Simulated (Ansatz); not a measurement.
Rb3Cl4, relaxed as a doublet with UKS PBE0-D4/def2-SVP in Ansatz, starting from the GFN1-xTB geometry. Force threshold 0.02 eV/Å.

In the def2 sets Rb takes a core potential; there is no spin–orbit coupling. In the doublet, Cl5 and Cl7 lie 2.64 Å apart (atoms count from 1), so these atoms are partly bonded to each other. Another isomer (doublet) lies 0.03 eV lower at PBE0-D4/def2-TZVP; other spin states weren't run for this one.

Start:

```xyz
7

Rb   -1.023    0.764    1.184
Rb    0.430   -2.977    0.478
Rb    0.995    1.893   -2.166
Cl   -1.245   -1.826    2.463
Cl   -0.267   -0.827   -1.581
Cl   -0.650    3.243   -0.266
Cl    1.759   -0.270   -0.113
```

Question: Estimate the energy that the relaxation releases and the steps that it takes.

Answer: 0.35 eV, in 4 steps; 14 s on 4 threads of Intel Xeon Platinum 8488C on a shared host. No frequencies were taken in this run, so the end may be a saddle point.

Question: Does the start keep its bonding and symmetry?

Answer: By distances, no bond broke or formed. The bond that changes most is Rb1–Cl7, from 3.24 to 3.54 Å (atoms count from 1). The end is the same structure that another start reached. Point group Cs at the start, C2v at the end, both within 0.05 Å.

Question: Predict the relaxed structure.

Answer: 
```xyz
7

Rb   -1.144    0.854    1.329
Rb    0.457   -3.171    0.532
Rb    1.069    2.041   -2.289
Cl   -1.299   -1.959    2.578
Cl   -0.264   -0.865   -1.654
Cl   -0.670    3.409   -0.328
Cl    1.850   -0.309   -0.170
```
Bond lengths (bridged metal pairs left out): 10 × Cl–Rb 2.96 to 3.55 Å.
